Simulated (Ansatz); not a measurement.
Ideal-gas functions of C₃HN₃Sn (`N#[C][SnH]([C]#N)[C]#N`) at 500 K and 1 bar, from an Ansatz frequency run at PBE0-D4/def2-TZVP.

Molar mass 197.77 g/mol, point group C3v (symmetry number 3), electronic degeneracy 1, moments of inertia 312.226, 312.421, 515.414 u Å². Harmonic wavenumbers (cm⁻¹, unscaled): 73, 73, 81, 220, 220, 224, 321, 321, 325, 433, 448, 448, 587, 587, 2053, 2332, 2332, 2335.

Use S(trans) = R[1.5 ln M + 2.5 ln T − 1.1517]; rotational temperatures θ = 24.2544 K / I; S(rot) = R[ln(√π/σ · √(T³/θAθBθC)) + 1.5]; for each mode x = 1.438777 ν̃/T, S = R[x/(eˣ − 1) − ln(1 − e⁻ˣ)] and H = RT x/(eˣ − 1); 1 cm⁻¹ = 0.0119627 kJ/mol; R = 8.31446 J/(mol·K).

Task: By hand: the entropy, in J/(mol·K).

Result: Translation 185.5. Rotation: θ = 0.0777, 0.0776, 0.0471 K, giving 119.6. Vibration, mode by mode: 21.30, 21.30, 20.44, 12.25, 12.25, 12.11, 9.26, 9.26, 9.17, 7.00, 6.76, 6.76, 4.88, 4.88, 0.16, 0.08, 0.08, 0.08, in all 158.0. Electronic 0.0. Sum 463.1 J/(mol·K).

Task: By hand: H − E and G − E in kJ/mol, counted from the electronic energy.

Result: Zero-point energy ½ × 13413 × 0.0119627 = 80.2; thermal vibration 37.2; translation, rotation and pV give 4 RT = 16.6. H − E = 134.0 kJ/mol, and G − E = 134.0 − 500 × 463.1/1000 = -97.6 kJ/mol.

Vibration gives 34 % of the entropy, 63.0 J/(mol·K) of it from the modes under 150 cm⁻¹: soft modes count most, and the harmonic formula is weakest for them.
